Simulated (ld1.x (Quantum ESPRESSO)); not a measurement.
# Plane-wave convergence, TM potential for V (Z = 23)

V, norm-conserving Troullier–Martins (Kleinman–Bylander form), made with ld1.x (Quantum ESPRESSO) 7.5 (Wu–Cohen, fully relativistic). Core [Ne] 3s2, reference 3p6 3d4 4s1 4p0. Waves: 4s (bound): rc 2.20 bohr; 3p (bound): rc 0.95 bohr; 3d (bound): rc 1.55 bohr. Local part: the d channel. Core correction: Bessel-smoothed model core, default radius (core density twice the valence density).

Open shells are filled in proportion to 2j + 1 (rel_dist='average').

The pseudo-atom Hamiltonian at the reference potential is diagonalised in spherical Bessel functions j_l(qr) that vanish at 20 bohr, with q² up to the cutoff. All-electron valence levels (Ry): 4s -0.2849, 3p1/2 -3.0124, 4p1/2 -0.0745, 3p3/2 -2.9522, 4p3/2 -0.0728, 3d3/2 -0.1816, 3d5/2 -0.1775.

Q: How do the lowest levels (Ry) of each channel move with the cutoff, and are there ghosts?

A:

```
cutoff (Ry)      s #1     s #2    s #3  p1/2 #1  p1/2 #2  p3/2 #1  p3/2 #2  d3/2 #1  d3/2 #2  d5/2 #1    f #1    f #2  Σ f·Δε (mRy)
          8   -3.6599  -0.2789  0.0052  -1.4482  -0.0264  -1.4394  -0.0262   0.0462   0.1251   0.0462  0.1032  0.2254       10087.0
         12   -6.9822  -0.2832  0.0049  -2.0607  -0.0442  -2.0410  -0.0437   0.0456   0.1227   0.0456  0.1032  0.2254        6449.0
         21  -10.4597  -0.2846  0.0049  -2.7718  -0.0647  -2.7283  -0.0636   0.0438   0.1155   0.0438  0.1032  0.2254        2269.0
         30  -11.5321  -0.2848  0.0048  -2.9689  -0.0707  -2.9129  -0.0693   0.0394   0.1004   0.0394  0.1032  0.2254        1118.6
         45  -12.2774  -0.2849  0.0047  -3.0029  -0.0722  -2.9427  -0.0706  -0.0445   0.0582  -0.0445  0.1032  0.2254         596.1
         55  -12.4158  -0.2849  0.0047  -3.0030  -0.0722  -2.9429  -0.0706  -0.1271   0.0543  -0.1271  0.1032  0.2254         264.2
         70  -12.4429  -0.2849  0.0047  -3.0059  -0.0723  -2.9460  -0.0706  -0.1702   0.0533  -0.1702  0.1032  0.2254          73.9
        100  -12.4441  -0.2849  0.0047  -3.0115  -0.0723  -2.9515  -0.0707  -0.1790   0.0531  -0.1790  0.1032  0.2254           5.1
        120  -12.4451  -0.2849  0.0047  -3.0121  -0.0723  -2.9520  -0.0707  -0.1790   0.0531  -0.1790  0.1032  0.2254           1.8
        180  -12.4458  -0.2849  0.0047  -3.0122  -0.0724  -2.9522  -0.0707  -0.1791   0.0531  -0.1791  0.1032  0.2254           0.7
        230  -12.4459  -0.2849  0.0047  -3.0124  -0.0724  -2.9523  -0.0707  -0.1791   0.0531  -0.1791  0.1032  0.2254           0.1
        400  -12.4459  -0.2849  0.0047  -3.0124  -0.0724  -2.9523  -0.0707  -0.1791   0.0531  -0.1791  0.1032  0.2254           0.0
```

Result: ghost state, extra bound levels that the all-electron valence spectrum of the same l lacks: s at -169.3 eV (a true bound ghost makes a file unfit for plane-wave use); 10 mRy is reached at 100 Ry and 1 mRy at 180 Ry.

2 of 7 tests not solved or not reliable.
